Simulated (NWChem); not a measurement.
# HfIF$_{3}$; SMILES [F][Hf]([F])([F])[I]

def2 effective core potentials on I, Hf; no spin-orbit coupling.

Q: Give the equilibrium geometry at PBE0/def2-SVP with def2 effective core potentials on I, Hf (NWChem) as a Z-matrix, with the point group.

A: point group C3v; any orientation.
```
Hf
F 1 1.8963
F 1 1.8963 2 108.97
F 1 1.8963 2 108.97 3 118.80
I 1 2.7120 2 109.97 3 -120.60
```
